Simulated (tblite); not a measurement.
Q: Give a GFN2-xTB geometry of `Oc1ccc[c]c1Cl` [radical]. (Doublet state.)

A: 
```
atom  x, y, z in Å
O1     1.954    1.288    0.024
C2     0.854    0.515    0.009
C3    -0.411    1.094   -0.005
C4    -1.553    0.318   -0.019
C5    -1.467   -1.075   -0.021
C6    -0.216   -1.610   -0.008
C7     0.935   -0.890    0.006
Cl8    2.519   -1.627    0.023
H9     2.738    0.716    0.030
H10   -0.472    2.170   -0.004
H11   -2.525    0.787   -0.031
H12   -2.354   -1.687   -0.031
```

Any rigid rotation of these coordinates is as good. Atoms count from 1 in this order. O1 (oxygen bonded to C and H) is bent (angle 108.8°). C3 (carbon bonded to 2 C and H) is planar (angles 121.2°, 121.0° and 117.8°, sum 360.0°, 0.00 Å off the plane of its three neighbours). Of the pairs four or more bonds apart, Cl8···H9 is among the closest relative to their van der Waals radii: 2.35 Å, 80 % of the sum of Bondi's values. C2 (carbon bonded to 2 C and O) is planar (angles 121.8°, 120.3° and 117.9°, sum 360.0°, 0.00 Å off the plane of its three neighbours).

Bonds between heavy atoms (Å): O1–C2 1.345, C2–C3 1.391, C3–C4 1.381, C4–C5 1.395, C5–C6 1.361, C6–C7 1.358, C7–Cl8 1.747, C2–C7 1.407.

Computed geometry: GFN2-xTB, gas phase. This method treats the open shell by occupation alone, without spin polarisation.

Point group: Cs (every atom within 0.08 Å of its image). Its GFN2-xTB frequencies are all real (lowest 137 cm⁻¹). Torsions: H–O1–C2–C3 180°.

One conformer stands for the species.
